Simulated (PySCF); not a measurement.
# [InF6]3-: computed shieldings and shifts

[InF6]3-, [F6In]3-, point group Oh.

Geometry:
| atom | x (Å) | y (Å) | z (Å) |
| --- | --- | --- | --- |
| In1 | 0.000 | 0.000 | 0.000 |
| F2 | -0.058 | -0.031 | 2.132 |
| F3 | 0.058 | 0.031 | -2.132 |
| F4 | 2.133 | 0.017 | 0.058 |
| F5 | -2.133 | -0.017 | -0.059 |
| F6 | -0.018 | 2.133 | 0.031 |
| F7 | 0.018 | -2.133 | -0.031 |

Total charge -3.

GIAO calculations in PySCF 2.14 on the PBE0-D3(BJ)/def2-SVP structure: isolated species, scalar relativity only through the core potential, equivalent atoms averaged; basis pcSseg-1 (def2-TZVP on In).

Q: Give the isotropic shieldings (ppm) with B3LYP, PBE0.

A: 
```tsv
atoms	environment	B3LYP	PBE0
F2/F3/F4/F5/F6/F7	fluorine bonded to In	339.6	350.3
HOMO–LUMO gap (eV)	–	6.51	7.10
```

Q: And the chemical shifts, against references computed in the same way?

A: 
| atoms | nucleus, reference | B3LYP | PBE0 |
| --- | --- | --- | --- |
| F2/F3/F4/F5/F6/F7 | $^{19}$F, CFCl3 | -167.7 | -173.1 |

Q: Which part of the shielding of F2/F3/F4/F5/F6/F7 depends on the functional?

A: Diamagnetic: B3LYP 482, PBE0 481 ppm; paramagnetic: B3LYP -143, PBE0 -131 ppm. The diamagnetic part, set mainly by inner electrons, hardly moves; the paramagnetic part goes with low-lying magnetically allowed excitations and carries the spread.

The ion is multiply charged and has no counter-ions or solvent here.

In is described by an effective core potential, so it has no shielding of its own here; spin–orbit effects on the atoms bonded to it, which can be large, are absent, and the values of these neighbours are rough. Unscaled 19F shifts against computed CFCl3 carry errors that often reach 10 to 50 ppm.
